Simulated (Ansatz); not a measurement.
Consider the substitution at a C–In bond: `C=[CH][In]([F])[Cl]` + `[OH][SnH3]` → `C=C[O][SnH3]` + `[F][InH][Cl]`.

Isolated molecules relaxed with PBE0-D4/def2-TZVP in Ansatz; ΔE leaves out vibrations. CCSD(T)/CBS adds triple-zeta CCSD(T) − MP2 to the extrapolated MP2 energy (def2 sets, frozen cores). DFT in def2-TZVPP. B3LYP here is the variant with VWN-RPA as its local correlation; programs differ in this. def2 core potentials past Kr. For In, Sn outer-core shells are correlated without core-valence functions, which leaves a few kJ/mol of doubt a bond. One conformer a species, not always the lowest.

| level | ΔE (kJ/mol) |
| --- | --- |
| B3LYP-D4 | 28.0 |
| ωB97X-V | 28.6 |

Problem. What does CCSD(T)/CBS give? (Best estimate.)

Solution. The calculation gave: +42.8 kJ/mol. The listed levels differ from it by -14.8, -14.2 kJ/mol.

Largest T1 diagnostic among the species: 0.015.

In def2-TZVPP, CCSD(T) changes the Hartree–Fock value by +9.4 kJ/mol (the triples alone add −0.1 kJ/mol) and MP2 by +16.1 kJ/mol. The D4 term adds −3.6 kJ/mol with B3LYP and −1.8 kJ/mol with PBE0; it sums over pairs of atoms, weighted by their polarisabilities, and B3LYP, whose exchange is more repulsive, gets the larger term.
